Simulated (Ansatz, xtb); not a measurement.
**Relative energy of two isomers of C6H9ClF+**

Structure I is `C[C+]1CC[C@](F)(Cl)C1`, a singlet and structure II is `C[CH+]/C(CC)=C(/F)Cl`, a singlet. Both are isolated ions in the gas phase, relaxed with B3LYP/def2-SVP; the shapes shown needn't be the lowest conformers.

I (Å):

```json
{"atom": "C", "x (Å)": "0.8779", "y (Å)": "2.1295", "z (Å)": "-2.3766"}
{"atom": "C", "x (Å)": "1.3887", "y (Å)": "1.1864", "z (Å)": "-1.3926"}
{"atom": "C", "x (Å)": "2.3369", "y (Å)": "0.0957", "z (Å)": "-1.6734"}
{"atom": "C", "x (Å)": "2.6319", "y (Å)": "-0.5903", "z (Å)": "-0.3323"}
{"atom": "C", "x (Å)": "1.3957", "y (Å)": "-0.2549", "z (Å)": "0.5151"}
{"atom": "C", "x (Å)": "0.9821", "y (Å)": "1.1483", "z (Å)": "0.0128"}
{"atom": "Cl", "x (Å)": "0.0416", "y (Å)": "-1.3934", "z (Å)": "0.1631"}
{"atom": "F", "x (Å)": "1.6475", "y (Å)": "-0.2558", "z (Å)": "1.8349"}
{"atom": "H", "x (Å)": "-0.1148", "y (Å)": "1.7127", "z (Å)": "-2.6709"}
{"atom": "H", "x (Å)": "0.6433", "y (Å)": "3.1129", "z (Å)": "-1.9369"}
{"atom": "H", "x (Å)": "1.4912", "y (Å)": "2.2098", "z (Å)": "-3.2841"}
{"atom": "H", "x (Å)": "3.2013", "y (Å)": "0.4283", "z (Å)": "-2.2767"}
{"atom": "H", "x (Å)": "1.7745", "y (Å)": "-0.5720", "z (Å)": "-2.3689"}
{"atom": "H", "x (Å)": "2.8095", "y (Å)": "-1.6695", "z (Å)": "-0.4142"}
{"atom": "H", "x (Å)": "3.5082", "y (Å)": "-0.1328", "z (Å)": "0.1556"}
{"atom": "H", "x (Å)": "1.6728", "y (Å)": "1.8849", "z (Å)": "0.4969"}
{"atom": "H", "x (Å)": "-0.0400", "y (Å)": "1.4900", "z (Å)": "0.2393"}
```

II (Å):

```xyz
17

C     0.2031   -0.4977   -2.2593
C     1.5146    0.1585   -2.2527
C     2.2368    0.5693   -1.1401
C     1.7643    0.4213    0.2968
C     0.9980    1.6494    0.8142
C     3.4722    1.2136   -1.3631
Cl    4.2348    1.5197   -2.8295
F     4.1373    1.6316   -0.3423
H     0.2950   -1.4687   -2.7872
H    -0.2488   -0.6502   -1.2733
H    -0.4832    0.0849   -2.9054
H     1.9590    0.3336   -3.2398
H     1.1341   -0.4775    0.3594
H     2.6347    0.2233    0.9399
H     0.0972    1.8506    0.2139
H     1.6251    2.5543    0.8022
H     0.6800    1.4793    1.8531
```

Problem. Estimate which is lower in electronic energy at CCSD(T)/def2-SVP + ΔMP2/def2-TZVPP, and by roughly how much.

Solution. The CCSD(T)/def2-SVP + ΔMP2/def2-TZVPP calculation puts structure I lower, by 6.7 kcal/mol.

The same difference at several levels:

```json
{"level": "GFN2-xTB", "geometry": "GFN2-xTB", "E(II) − E(I) (kcal/mol)": "+21.4", "departure from the last row (kcal/mol)": "+14.6", "job, with rough time for the two": "optimisation, 0.37 s"}
{"level": "HF/STO-3G", "geometry": "GFN2-xTB", "E(II) − E(I) (kcal/mol)": "+29.2", "departure from the last row (kcal/mol)": "+22.4", "job, with rough time for the two": "single point, 0.54 s"}
{"level": "r2SCAN-D4/def2-SVP", "geometry": "GFN2-xTB", "E(II) − E(I) (kcal/mol)": "+6.6", "departure from the last row (kcal/mol)": "−0.1", "job, with rough time for the two": "single point, 5.2 s"}
{"level": "B3LYP/def2-SVP", "geometry": "B3LYP/def2-SVP", "E(II) − E(I) (kcal/mol)": "+3.6", "departure from the last row (kcal/mol)": "−3.1", "job, with rough time for the two": "optimisation, 63 s"}
{"level": "HF/def2-SVP", "geometry": "B3LYP/def2-SVP", "E(II) − E(I) (kcal/mol)": "+12.3", "departure from the last row (kcal/mol)": "+5.6", "job, with rough time for the two": "part of the CCSD(T) run"}
{"level": "MP2/def2-SVP", "geometry": "B3LYP/def2-SVP", "E(II) − E(I) (kcal/mol)": "+5.4", "departure from the last row (kcal/mol)": "−1.3", "job, with rough time for the two": "part of the CCSD(T) run"}
{"level": "CCSD(T)/def2-SVP", "geometry": "B3LYP/def2-SVP", "E(II) − E(I) (kcal/mol)": "+5.7", "departure from the last row (kcal/mol)": "−1.0", "job, with rough time for the two": "single point"}
{"level": "CCSD(T)/def2-SVP + ΔMP2/def2-TZVPP", "geometry": "B3LYP/def2-SVP", "E(II) − E(I) (kcal/mol)": "+6.7", "departure from the last row (kcal/mol)": "", "job, with rough time for the two": "single point, 2.8 min"}
```

As drawn, II has 1 C=C in place of 2 C–C. Structure I has a 5-membered ring, II no ring.

None of the levels shown reverses the order. The largest departure from CCSD(T)/def2-SVP + ΔMP2/def2-TZVPP is that of HF/STO-3G, 22.4 kcal/mol. The last row adds to CCSD(T) the change of the MP2 difference between the two basis sets, here +1.0 kcal/mol.

With thermal terms from frequencies at re-optimised GFN2-xTB minima (ideal gas, soft modes damped towards free rotors, one conformer each, 298.15 K, 1 atm): the zero-point term adds +0.6 kcal/mol; ΔH is +8.1 and ΔG +6.2 kcal/mol.

The correlated steps freeze 12 core orbitals. Mirror images aren't counted in ΔG. Programs: Ansatz 0.2.0, xtb 6.7.1; the last row on 4 threads of Arm Neoverse V1 on a shared host.
